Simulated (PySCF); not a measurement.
A structure optimised at ωB97X-D3(BJ)/def2-SVP, used in a PySCF frequency run:

```xyz
16

C      3.1923    -1.0609     0.4331
C      2.0039    -0.8853    -0.1568
Si     1.2951     0.7941    -0.5685
C     -0.3996     0.9723     0.2653
O     -1.1978    -0.1106    -0.2047
Si    -2.7609    -0.3423     0.3307
H      3.5821    -2.0572     0.6754
H      3.8350    -0.2133     0.7023
H      1.4035    -1.7724    -0.3992
H      2.2219     1.8565    -0.0697
H      1.1067     0.9553    -2.0402
H     -0.8664     1.9473     0.0229
H     -0.2886     0.9345     1.3672
H     -3.6103     0.8421    -0.0001
H     -2.7830    -0.5352     1.8127
H     -3.2778    -1.5544    -0.3544
```
Charge 0, spin multiplicity 1.

Task: Write its SMILES and formula.

Result: C=C[SiH2]CO[SiH3], C₃H₁₀OSi₂

Task: What are its rotational constants (standard atomic weights)?

Result: 5.0621, 0.92563, 0.82941 GHz
